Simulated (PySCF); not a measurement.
SMILES C[O][Bi]([SiH3])[SiH3] (PBE0/def2-SVP optimised geometry):

```
14

Bi    -0.683    -1.263     0.000
O     -0.543     0.864     0.000
C     -1.453     1.587     0.761
H     -1.362     1.406     1.854
H     -1.264     2.665     0.599
H     -2.516     1.405     0.490
Si     1.991    -1.263     0.000
H      2.457    -0.631    -1.270
H      2.516    -2.665     0.062
H      2.513    -0.490     1.166
Si    -0.607    -1.530     2.682
H     -1.965    -1.345     3.283
H      0.340    -0.556     3.305
H     -0.149    -2.923     2.989
```

Calculation: PBE0/def2-TZVP, def2 effective core potentials past Kr (PySCF 2.14.0).

**Question.** What are the frontier orbital energies and the dipole moment?

**Answer.** HOMO-2 -7.85 eV, HOMO-1 -7.48 eV, HOMO -6.72 eV, LUMO -1.67 eV, LUMO+1 -0.71 eV; dipole moment 1.81 D.

On the same geometry PBE/def2-TZVP, def2 effective core potentials past Kr (PySCF 2.14.0) gives HOMO-2 -6.65 eV, HOMO-1 -6.38 eV, HOMO -5.50 eV, LUMO -2.45 eV, LUMO+1 -1.41 eV; dipole moment 1.66 D.
